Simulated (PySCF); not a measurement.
C4H6Ge, SMILES [GeH3][C](C#C)=C.

The structure is a stationary point at B3LYP-D3(BJ)/def2-SVP. This is a generated structure with no PubChem entry under its InChIKey; it may be hypothetical.

Vertical ionisation energy (IE) and electron affinity (EA) in eV. Rows of orbital energies are one-electron estimates. Where ΔSCF, EOM or ADC give a negative EA the extra electron is unbound and the value depends on the basis.

```
level                                         IE    EA
------------------------------------------  ----  ----
−ε(HOMO), −ε(LUMO), PBE0/def2-TZVP (PySCF)  7.22  1.22
−ε(HOMO), −ε(LUMO), PBE/def2-TZVP (PySCF)    ___   ___
```

Question: Some entries are withheld; supply them. (An estimate is asked for; the answer gives what the named calculation found.)

Answer: 
- −ε(HOMO), −ε(LUMO), PBE/def2-TZVP (PySCF), IE: 6.20
- −ε(HOMO), −ε(LUMO), PBE/def2-TZVP (PySCF), EA: 2.15
